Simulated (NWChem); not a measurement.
System: Si₂H₅F; SMILES F[SiH2][SiH3]

Here is an NWChem input.

```
start job
memory heap 200 mb stack 900 mb global 1100 mb
geometry units angstroms noautoz
  Si    -0.196719    -1.501382    -0.002778
  Si     0.506834     0.742590    -0.005944
  F     -0.816175     1.722533     0.013552
  H      1.022669    -2.386445    -0.022231
  H     -1.032997    -1.795408    -1.218088
  H     -0.999170    -1.802669     1.233379
  H      1.338771     1.050912     1.209421
  H      1.307376     1.057257    -1.240616
end
basis spherical
  * library 6-31g*
end
dft
  xc hfexch
  iterations 150
  mulliken
end
task dft energy
```

Geometry: optimised at PBE-D3(BJ)/def2-SVP.

### Question
Give the results of this calculation. (Hartree-Fock/6-31G* (spherical d).) Quantities: energy (Ha); highest occupied level (eV); orbital gap (eV); dipole (D).

### Answer
| Property | Result |
|---|---|
| energy (Ha) | -680.22 |
| highest occupied level (eV) | -11.22 |
| orbital gap (eV) | 14.09 |
| dipole (D) | 1.61 |
